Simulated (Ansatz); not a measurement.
One geometry of CrMe2 (C₂H₆Cr), several levels of theory.

```yaml
crystal:
  periodic: [false, false, false]
  atoms:
    - {symbol: Cr, position_ang: [0.955339, -0.504166, 0.001169]}
    - {symbol: C, position_ang: [0.000850, 0.008339, 1.700764]}
    - {symbol: H, position_ang: [-0.130622, 1.098945, 1.775056]}
    - {symbol: H, position_ang: [0.640309, -0.333870, 2.538158]}
    - {symbol: H, position_ang: [-0.979568, -0.486933, 1.775511]}
    - {symbol: C, position_ang: [-0.002844, -0.006531, -1.700763]}
    - {symbol: H, position_ang: [-0.986692, -0.496413, -1.765449]}
    - {symbol: H, position_ang: [0.630921, -0.363248, -2.536443]}
    - {symbol: H, position_ang: [-0.127694, 1.083887, -1.787992]}
basis:
  gaussian: {orbitals: def2-TZVPD, initial_orbitals: start.molden}
magnetization: {spin_polarized: true, initial_magnetization: 4}
hamiltonian: {xc: r2scan, dispersion: d4}
scf: {omitted_lower_state_checks: [starts]}
output: {orbitals: {seedname: orbitals}}
```

The file start.molden holds the orbitals of an earlier run on this structure, at another level or in another basis.

```sh
$ ansatz run in.yaml --threads 2 --pin off --events-out ev --progress --plain --max-ram 4352MiB
```

Shortened log:

```
Functional definition: r2SCAN
1096 factors; their error is unknown
mean field evaluation 1: about -30591.2453 eV, gradient 5.0e0 eV
mean field evaluation 2: about -30591.3386 eV, gradient 1.4e-1 eV
mean field evaluation 4: about -30591.3078 eV, gradient 3.0e-3 eV
mean field -30591.30776173 eV, -1124.2098247103 hartree, gradient 4.3e-5 eV, S^2 6.119183; 0 other end points of the search recorded, 0 dependent functions left out
reference -30591.30778837 eV, -1124.2098256893 hartree; 23, 19 occupied and 153, 157 virtual orbitals, 1096 factors
Total energy: -30591.34180234 eV, -1124.2110756796 hartree
Checks for a lower state left out: starts
```

Hardware: 2 threads of Intel Xeon 6975P-C on a shared host. Wall time 6 s.

The first input with `gaussian: {orbitals: def2-TZVP, initial_orbitals: start.molden}`, `hamiltonian: {xc: {name: PBE-QIDH}}` and without the key `output` (abridged; 7.5 s):

```
Functional definition: PBE-QIDH
mean field -30572.28783454 eV, -1123.5108552783 hartree, gradient 3.4e-6 eV, S^2 6.094943
7 core orbitals not correlated: weight in the atoms' cores, before any rotation towards them, 1.000 or more for the frozen orbitals, at most 0.000 for the correlated occupied ones
second order -22.47637695 eV of doubles, -0.00000000 eV of singles
Total energy: -30579.77997546 eV, -1123.7861863787 hartree
Checks for a lower state left out: starts
```

As the first input, with `gaussian: {orbitals: STO-3G, initial_orbitals: start.molden}`, `hamiltonian: {xc: hf}` (abridged; 0.4 s):

```
Functional definition: HF
mean field -30222.52032463 eV, -1110.6571363702 hartree, gradient 2.3e-5 eV, S^2 6.015432
Total energy: -30222.52032463 eV, -1110.6571363702 hartree
Checks for a lower state left out: starts
```

First input, but with `gaussian: {orbitals: def2-TZVP, initial_orbitals: start.molden}`, `hamiltonian: {xc: {name: B3LYP}, dispersion: d4}` (abridged; 3.9 s):

```
Functional definition: B3LYP
mean field -30594.00688383 eV, -1124.3090156180 hartree, gradient 2.1e-5 eV, S^2 6.087968
Total energy: -30594.23813768 eV, -1124.3175140402 hartree
Checks for a lower state left out: starts
```

First input, but with `gaussian: {orbitals: def2-TZVP, initial_orbitals: start.molden}`, `hamiltonian: {xc: pbe}`, `correlation: {method: rpa}` and without the key `output` (abridged; 4.6 s):

```
Functional definition: PBE
mean field -30583.82713093 eV, -1123.9349165989 hartree, gradient 4.4e-6 eV, S^2 6.078612
7 core orbitals not correlated: weight in the atoms' cores, before any rotation towards them, 1.000 or more for the frozen orbitals, at most 0.000 for the correlated occupied ones
Total energy: -30576.27655363 eV, -1123.6574380013 hartree
Checks for a lower state left out: starts
```

As the first input, with `gaussian: {orbitals: def2-TZVP, initial_orbitals: start.molden}`, `output: {forces: true, orbitals: {seedname: orbitals}}` (abridged; 6 s):

```
Functional definition: r2SCAN
mean field -30591.28814712 eV, -1124.2091038868 hartree, gradient 3.5e-5 eV, S^2 6.119328
Total energy: -30591.32218361 eV, -1124.2103547046 hartree
Atom 0 force     0.006385    -0.004622     0.000035 eV/Å
Atom 1 force    -0.066390     0.037375     0.187087 eV/Å
Atom 2 force     0.017347    -0.223968     0.000754 eV/Å
Atom 3 force    -0.148816     0.080095    -0.153421 eV/Å
Atom 4 force     0.194756     0.109052     0.001097 eV/Å
Atom 5 force    -0.067498     0.034094    -0.187542 eV/Å
Atom 6 force     0.196070     0.107992    -0.003087 eV/Å
Atom 7 force    -0.147579     0.083499     0.153245 eV/Å
Atom 8 force     0.015725    -0.223517     0.001832 eV/Å
Dipole moment:     0.335992    -0.177888     0.000413 e Å
Checks for a lower state left out: starts
```

First input, but with `gaussian: {orbitals: def2-SVP, initial_orbitals: start.molden}`, `hamiltonian: {xc: pbe0, dispersion: d4}` (abridged; 2.2 s):

```
Functional definition: PBE0
mean field -30578.26318870 eV, -1123.7304454933 hartree, gradient 2.4e-5 eV, S^2 6.118016
Total energy: -30578.38286280 eV, -1123.7348434355 hartree
Checks for a lower state left out: starts
```

Geometry: PBE-D4/def2-TZVP.

B3LYP takes the VWN-RPA correlation. Correlated methods freeze 7 core orbitals; core or outer-core shells of Cr are correlated, in sets that lack core-valence functions.
